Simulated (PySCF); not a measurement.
Electron correlation in Ge (germanium, neutral)

Starting occupation: [Ar] 3d10 4s2 4p2, 4p1/2 with m_j = -1/2, +1/2. Computed with PySCF 2.14 in x2c-QZVPPall-2c (11s10p5d4f1g, 103 functions), with X2C-1e with screened-nucleus spin-orbit coupling, Gaussian nucleus. Frozen: [Ne]; 22 electrons correlated; the 8 highest virtual spinors left out.

MP2 pair energies summed by pair of shells (mhartree):

| pair | energy | share (%) |
| --- | --- | --- |
| 3d-3d | -393.70 | 46.7 |
| 3d-3p | -186.26 | 22.1 |
| 3p-3p | -51.01 | 6.1 |
| 3d-3s | -50.27 | 6.0 |
| 3d-4s | -45.87 | 5.4 |
| 4p-4s | -34.41 | 4.1 |
| 3d-4p | -23.54 | 2.8 |
| 3p-3s | -20.92 | 2.5 |
| 4s-4s | -16.32 | 1.9 |
| 3p-4s | -7.03 | 0.8 |
| 4p-4p | -5.11 | 0.6 |
| 3s-3s | -3.73 | 0.4 |
| 3p-4p | -3.13 | 0.4 |
| 3s-4s | -0.98 | 0.1 |
| 3s-4p | -0.52 | 0.1 |

Total MP2 correlation energy: -842.80 mhartree.

The GHF reference relaxed away from the jj start to a determinant that is no pure jj level (⟨S²⟩ = 1.99, ⟨J²⟩ = 1.72); the energies belong to that determinant.

This basis was not built for core-valence correlation, so the inner-shell part is incomplete.
